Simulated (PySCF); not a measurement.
**Structure from NMR data**

Molecular formula: C5H8Cl2Si. Simulated spectra:

1H NMR (600 MHz, computed): δ 6.33 (d, 1H), 5.85 (d, 1H), 4.71 (m, 2H), 2.42 (m, 2H), 2.24 (m, 2H).

13C{1H} NMR (computed): δ 149.4 (C), 135.3 (CH), 81.9 (CH), 20.7 (CH2), 16.4 (CH2).

PySCF 2.14.0 with density-fitted response routines calculation with GIAO PBE0/pcSseg-1 shieldings and geometry: GFN2-xTB; fast rotation and ring inversion assumed for equivalent nuclei, isolated molecule, one computed conformer, non-relativistic.

References, each an isolated molecule treated in the same way: TMS for 1H (σ = 31.72 ppm), 13C (σ = 186.93 ppm).

**Question.** Which candidate is it?
A. C=C=C([SiH2]C)C(Cl)Cl
B. Cl[C@@H]1[C@H]2C[SiH2][C@]1(Cl)C2
C. ClC(Cl)C=C1C[SiH2]C1
D. [SiH3]C[C@@]1(Cl)[C@@H]2[C@@H](Cl)[C@@H]21

**Answer.** C. 

The formula gives 2 degrees of unsaturation (1 ring in the answer). 5 carbon signals for 5 carbons: no two carbons are equivalent. Carbon types of the structure: 1 × C, 2 × CH, 2 × CH2, leaving 2 H on heteroatoms. δC 149.4: fully substituted alkene carbon; an sp2 carbon of a C=C bond. δC 135.3: alkene CH; an sp2 carbon of a C=C bond. δC 81.9: allylic sp3 CH bonded to 2 Cl; 2 electronegative neighbours deshield it. δH 6.33: hydrogen on an allylic sp3 CH bonded to 2 Cl; its carbon carries Cl, an electronegative neighbour. δH 5.85: hydrogen on an alkene CH; attached to an sp2 carbon and in the plane of the double bond.

The others: Cl[C@@H]1[C@H]2C[SiH2][C@]1(Cl)C2 would give 8 signals for carbon-bound and other non-exchanging H, not 5; C=C=C([SiH2]C)C(Cl)Cl would give 4 signals for carbon-bound and other non-exchanging H, not 5; [SiH3]C[C@@]1(Cl)[C@@H]2[C@@H](Cl)[C@@H]21 would give 4 carbon signals, not 5.

Carbons that carry Cl, above all several Cl atoms, come out too deshielded, partly because spin–orbit coupling is missing. Shifts are as computed. Against solution values, carbons near 30 ppm lie about +3 ppm off and those near 130 ppm about +5 ppm; carbons on Cl a further +6 ppm. Of 1211 compounds with measured shifts, 218 miss one by over three times the rms of a fit or turn the order of signals round; such compounds aren't used in these exercises. Multiplicities follow the n + 1 count of equivalent neighbours, as no J values were calculated; m marks all less simple cases, F and P coupling included.
